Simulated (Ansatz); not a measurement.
Wavefunction ladder for AlH$_{5}$O$_{3}$Se, SMILES `[OH][Al-]([OH])([OH])[SeH2+]`

```xyz
10

O     0.537    1.164    1.179
Al   -0.510    0.081    0.371
O    -1.730    0.739   -0.630
O    -0.727   -1.475    1.046
Se    1.082   -0.694   -1.633
H     0.920    0.928    2.022
H    -1.912    1.677   -0.624
H    -1.537   -1.961    0.904
H     2.205   -1.089   -0.773
H     1.672    0.631   -1.862
```

Charge 0, multiplicity 1. Correlated methods include outer-core shells of Se, which these sets cover unevenly. Scalar relativity is left out up to krypton. The geometry is a stationary point of PBE0-D4/def2-TZVP. It is one conformer, not always the lowest. Frozen core, restricted reference, Ansatz.

```json
{"basis": "def2-SVP", "HF (Eh)": "?", "MP2 corr.": "-0.87693", "CCSD corr.": "-0.90431", "(T)": "-0.01829", "CCSD(T) total": "?"}
{"basis": "def2-TZVPP", "HF (Eh)": "?", "MP2 corr.": "-1.09908", "CCSD corr.": "?", "(T)": "?", "CCSD(T) total": "?"}
{"basis": "def2-QZVPP", "HF (Eh)": "-2869.63213", "MP2 corr.": "-1.47007", "CCSD corr.": "–", "(T)": "–", "CCSD(T) total": "–"}
```

Q: Fill in the withheld values. (Best estimate.)

A: The calculation gave: def2-SVP HF (Eh): -2868.88331; def2-SVP CCSD(T) total: -2869.80591; def2-TZVPP HF (Eh): -2869.56545; def2-TZVPP CCSD corr.: -1.11805; def2-TZVPP (T): -0.03831; def2-TZVPP CCSD(T) total: -2870.72181.
